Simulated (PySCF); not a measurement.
Spinor energies of Ga (gallium, neutral)

Start: [Ar] 3d10 4s2 4p1; 4p3/2 filled at m_j = +3/2. Calculated with PySCF 2.14 in x2c-SVPall-2c with one added diffuse shell each of s, p, d type (6s7p4d, 47 functions): generalised Hartree-Fock with the X2C-1e Hamiltonian and a Gaussian nucleus; one run each with spin-orbit coupling (SO) switched off, then screened by Boettger's factors. This is a chosen level, not necessarily the ground level.

| spinor shell | electrons | ε, spin-free (eV) | ε, screened SO (eV) | weight of nominal j (screened SO) | rms radius, screened SO (bohr) |
| --- | --- | --- | --- | --- | --- |
| 1s1/2 | 2 | -10437.5 | -10437.5 | 1.000 | 0.0561 |
| 2s1/2 | 2 | -1340.5 | -1340.5 | 1.000 | 0.236 |
| 2p1/2 | 2 | -1162.8 | -1181.8 | 1.000 | 0.209 |
| 2p3/2 | 4 | -1162.8 | -1153.6 | 1.000 | 0.212 |
| 3s1/2 | 2 | -179.06 | -179.09 | 1.000 | 0.699 |
| 3p1/2 | 2 | -123.17 | -125.84 | 1.000 | 0.731 |
| 3p3/2 | 4 | -123.17 | -121.92 | 1.000 | 0.741 |
| 3d3/2 | 4 | -31.780 | -32.124 | 0.995 | 0.895 |
| 3d5/2 | 6 | -31.780 | -31.607 | 0.997 | 0.903 |
| 4s1/2 | 2 | -11.829 | -11.849 | 0.999 | 2.65 |
| 4p3/2 | 1 | -5.691 | -5.655 | 1.000 | 3.76 |

```json
{"quantity": "E (hartree)", "spin-free": "-1941.83422", "screened SO": "-1941.88306"}
{"quantity": "M_J", "spin-free": "3/2", "screened SO": "3/2"}
{"quantity": "⟨J²⟩", "spin-free": "3.763", "screened SO": "3.763"}
{"quantity": "⟨L²⟩", "spin-free": "2.009", "screened SO": "2.011"}
{"quantity": "⟨S²⟩", "spin-free": "0.754", "screened SO": "0.755"}
```

Each row is a mean over spinors that exchange with the open shell spreads, by up to 1.606 eV (4s1/2).

Without spin-orbit coupling the j labels of p, d and f shells carry no meaning; the spin-free column gives the mean over the occupied spinors of each nl shell.
